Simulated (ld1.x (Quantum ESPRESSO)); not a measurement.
# Reading a pseudo-wave (titanium)

Columns: radius, all-electron u(r) and pseudo u(r) of the 4p shell (level -1.54 eV) of titanium in the configuration [Ar] 3d2 4s2 4p0; LDA (PZ), scalar-relativistic, TM scheme, ld1.x (Quantum ESPRESSO) 7.5.

| r (bohr) | all-electron | pseudo |
| --- | --- | --- |
| 0.168 | 0.1102 | 0.0019 |
| 0.335 | 0.0212 | 0.0077 |
| 0.503 | -0.1080 | 0.0174 |
| 0.670 | -0.1789 | 0.0310 |
| 0.838 | -0.1870 | 0.0486 |
| 1.005 | -0.1514 | 0.0700 |
| 1.172 | -0.0916 | 0.0952 |
| 1.340 | -0.0209 | 0.1244 |
| 1.508 | 0.0519 | 0.1570 |
| 1.675 | 0.1212 | 0.1922 |
| 1.842 | 0.1851 | 0.2295 |
| 2.010 | 0.2428 | 0.2680 |
| 2.178 | 0.2933 | 0.3062 |
| 2.345 | 0.3367 | 0.3424 |
| 2.512 | 0.3735 | 0.3756 |
| 2.680 | 0.4044 | 0.4049 |
| 2.848 | 0.4295 | 0.4295 |
| 3.015 | 0.4492 | 0.4492 |
| 3.182 | 0.4642 | 0.4642 |
| 3.350 | 0.4751 | 0.4751 |
| 3.518 | 0.4821 | 0.4821 |
| 3.685 | 0.4857 | 0.4857 |
| 3.852 | 0.4863 | 0.4863 |
| 4.020 | 0.4844 | 0.4844 |
| 4.188 | 0.4802 | 0.4802 |
| 4.355 | 0.4740 | 0.4740 |

**Question.** How many radial nodes do the two functions have?

**Answer.** The all-electron 4p function has n − l − 1 = 2; the pseudo-wave has 0, since the states of the same l below it are removed with the core.

**Question.** At about which radius was the pseudo-wave matched?

**Answer.** 3.35 bohr. The columns agree to 0.0005 from 2.85 bohr on; several derivatives are matched, so the curves merge somewhat inside the radius.

**Question.** Where does each function peak?

**Answer.** Outermost all-electron maximum near 3.85 bohr, pseudo maximum near 3.85 bohr (to the table’s step).

**Question.** Is the pseudo-wave norm-conserving?

**Answer.** Yes: the TM scheme keeps the norm inside the radius equal to the all-electron one, which fixes the energy derivative of the logarithmic derivative at the level.
